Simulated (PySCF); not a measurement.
**Electron correlation in Ru (ruthenium, neutral)**

[Kr] 4d6 5s2, high-spin 5D determinant (an excited configuration). All numbers are calculated (PySCF 2.14, the spin-free X2C one-electron Hamiltonian (Gaussian nucleus), in x2c-QZVPPall). Frozen: [Ar] 3d10; 16 electrons correlated.

MP2 pair energies summed by pair of shells (mhartree):

```
 pair   energy  share (%)
4p-4d  -173.35       33.5
4d-4d  -110.45       21.3
4p-4p   -74.03       14.3
4d-5s   -55.54       10.7
4s-4p   -33.13        6.4
4s-4d   -25.98        5.0
5s-5s   -20.09        3.9
4p-5s   -18.73        3.6
4s-4s    -5.23        1.0
4s-5s    -1.37        0.3
```

Total MP2 correlation energy: -517.90 mhartree.

Same-spin part -169.74 and opposite-spin part -348.16 mhartree; SCS-MP2 scales them by 1/3 and 6/5 to -474.37 mhartree.

This basis was not built for core-valence correlation, so the inner-shell part is incomplete.
